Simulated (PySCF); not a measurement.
C₂H₆FGaO, SMILES [Ga]([O]C)([CH3])[F]. Atoms are numbered in the order given.

```xyz
11

Ga     0.0521     0.3582     0.0000
F      1.4165     1.4668     0.0000
C     -1.7879     1.0233     0.0000
H     -2.5122     0.1970     0.0000
H     -1.9470     1.6479     0.8918
H     -1.9470     1.6479    -0.8918
O      0.6291    -1.3276     0.0000
C     -0.1780    -2.4773     0.0000
H      0.0345    -3.0959     0.8913
H      0.0345    -3.0959    -0.8913
H     -1.2655    -2.2612     0.0000
```
Charge 0, spin multiplicity 1.

Coordinates come from a B3LYP-D3(BJ)/def2-SVP optimisation. The structure was generated by enumeration; whether it is a known compound was not checked. One conformer was computed; it need not be the lowest.

Method: PySCF with B3LYP-D3(BJ)/def2-SVP.

Frequencies are harmonic and unscaled.

Computed vibrational spectrum:
```csv
mode,ν (cm⁻¹),IR (km/mol),moving atoms (share of kinetic energy)
1,45,0.2,H 98 %
2,78,1.2,"H 86 %, O 11 %"
3,98,1.0,"O 32 %, H 30 %, F 18 %, C 17 %"
4,112,1.0,"C 57 %, H 28 %, Ga 9 %"
5,166,20.4,"Ga 40 %, O 19 %, F 16 %, H 13 %, C 12 %"
6,169,10.9,"F 50 %, Ga 17 %, C 16 %, H 12 %"
7,263,18.9,"O 38 %, C 25 %, H 14 %, F 12 %, Ga 11 %"
8,551,0.9,"C 58 %, O 18 %, H 16 %"
9,636,75.8,"O 40 %, Ga 28 %, C 22 %, H 10 %"
10,703,65.7,"F 74 %, Ga 22 %"
11,727,30.3,"H 81 %, C 16 %"
12,761,61.8,"H 78 %, C 18 %"
13,1132,185.0,"O 43 %, C 38 %, H 18 %"
14,1177,0.0,"H 77 %, C 19 %"
15,1203,41.9,"H 61 %, C 22 %, O 17 %"
16,1224,10.8,"H 79 %, C 19 %"
17,1429,3.2,H 95 %
18,1432,1.8,H 95 %
19,1466,0.3,H 96 %
20,1477,12.6,"H 91 %, C 8 %"
21,1482,18.4,H 93 %
22,2965,84.0,H 97 %
23,3036,65.2,"H 91 %, C 9 %"
24,3046,2.8,H 97 %
25,3057,41.5,"H 90 %, C 10 %"
26,3144,0.8,"H 91 %, C 9 %"
27,3158,2.4,"H 90 %, C 10 %"
```
